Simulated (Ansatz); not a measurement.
Basis sets compared for OsO₂⁻ (the lowest doublet isomer of a short search). Charge -1, multiplicity 2. Geometry PBE0-D4/def2-TZVPD. Ansatz on 4 threads of Arm Neoverse V2 on a shared host; times are rough, and most runs start from earlier orbitals.

```
atom   x (Å)   y (Å)   z (Å)
 Os1  -0.223  -0.169   0.065
  O2  -0.886   1.415   0.008
  O3   1.109  -1.245  -0.073
```

In the def2 sets Os takes a core potential; there is no spin–orbit coupling. At PBE-D4/def2-SVPD, PBE-D4/def2-TZVPD the highest occupied level of the charge -1 doublet lies above zero (up to 0.31 eV). By energy differences its removal costs 2.78 eV (vertical, to the charge 0 triplet, at PBE0-D4/def2-TZVPD). The structure comes from a short search, and lower isomers may exist.

```
            level  functions  energy (Eh)  HOMO (eV)  LUMO (eV)  wall time
 PBE-D4/def2-SVPD         81    -240.9996       0.31       0.93      1.9 s
PBE0-D4/def2-SVPD         81    -240.9023      -0.84       2.23      2.4 s
```

Problem. Estimate the rows for PBE-D4/def2-TZVPD, PBE0-D4/def2-TZVPD.

Solution. 
```tsv
level	functions	energy (Eh)	HOMO (eV)	LUMO (eV)	wall time
PBE-D4/def2-TZVPD	123	-241.1879	0.28	0.90	3 s
PBE0-D4/def2-TZVPD	123	-241.0928	-0.83	2.21	6 s
```
